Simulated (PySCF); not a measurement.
**Cobalt: a sound run and one with changed settings**

Sound run: Co(2+) [Ar] 3d7, Co(3+) [Ar] 3d6. Calculation: PySCF 2.14, in cc-pVTZ-DK; the spin-free X2C one-electron Hamiltonian (Gaussian nucleus). In the sound run the correlated levels freeze [Ar]. The sound run starts from symmetry-adapted Hartree-Fock orbitals and uses a fine grid where one is needed.

Changed run: basis STO-3G, all-electron and non-relativistic. This setting is unsound on purpose.

| species | method | sound run (hartree) | changed run (hartree) | converged |
| --- | --- | --- | --- | --- |
| Co(2+) | UHF | -1391.05544 | -1365.36838 | yes |
| Co(2+) | PBE | -1392.06715 | -1365.99636 | yes |
| Co(2+) | LDA | -1389.61950 | -1363.54239 | yes |
| Co(2+) | MP2 | -1391.23974 | -1365.36885 | yes |
| Co(3+) | UHF | -1389.90890 | -1364.82871 | yes |
| Co(3+) | PBE | -1390.81224 | -1365.38959 | yes |
| Co(3+) | LDA | -1388.35538 | -1362.93731 | yes |
| Co(3+) | MP2 | -1390.02605 | -1364.82878 | yes |

Ionisation energy of Co(2+):

```
 method  sound run (eV)  changed run (eV)
    UHF          31.199            14.685
    PBE          34.148            16.511
    LDA          34.399            16.465
    MP2          33.026            14.696
SCS-MP2          33.123            14.697
```

A minimal basis cannot let orbitals breathe on ionisation and holds almost no correlation. The Hamiltonian changed with the basis, so the totals do not compare.

For comparison, NIST gives 33.5 ± 0.06 eV between the lowest levels.
